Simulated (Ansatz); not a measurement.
Ansatz (a first-principles code) input file for CI3, SMILES [C+](I)(I)I, charge +1, PBE/def2-TZVPD. Coordinates come from a PBE0-D3(BJ)/def2-SVP optimisation. The def2 effective core potentials stand for the cores of I; spin–orbit coupling is left out.

Ansatz 0.2 input:
```yaml
crystal:
  periodic: [false, false, false]
  atoms:
    - {symbol: C, position_ang: [0.00000000, -0.00000000, 0.00000000]}
    - {symbol: I, position_ang: [2.03072404, 0.00000000, -0.00000000]}
    - {symbol: I, position_ang: [-1.01536202, 1.75865861, -0.00000000]}
    - {symbol: I, position_ang: [-1.01536202, -1.75865861, -0.00000000]}
basis:
  gaussian:
    orbitals: def2-TZVPD
hamiltonian:
  xc: {name: PBE}
total_charge: 1
```

It prints:

```
WARN ansatz: RAYON_NUM_THREADS=2 ignored (pool sized by the plan → 2); use --threads N
Functional definition: PBE
integrals: 0.17 GiB planned
1416 factors; their error is unknown
mean field: 1.05 GiB planned
mean field evaluation 1: about -25310.9299 eV, gradient 9.4e1 eV
mean field evaluation 2: about -25214.4736 eV, gradient 2.0e2 eV
mean field evaluation 4: about -25326.8918 eV, gradient 3.3e1 eV
mean field evaluation 8: about -25329.4414 eV, gradient 4.3e-1 eV
mean field evaluation 16: about -25329.4133 eV, gradient 1.1e-4 eV
mean field -25329.41326721 eV, -930.8387686772 hartree, gradient 1.8e-5 eV, S^2 0.000000; 0 other end points of the search recorded, 0 dependent functions left out
reference -25329.41330523 eV, -930.8387700740 hartree; 40, 40 occupied and 174, 174 virtual orbitals, 1416 factors
Total energy: -25329.41330523 eV, -930.8387700740 hartree
```

Self-consistency was reached.
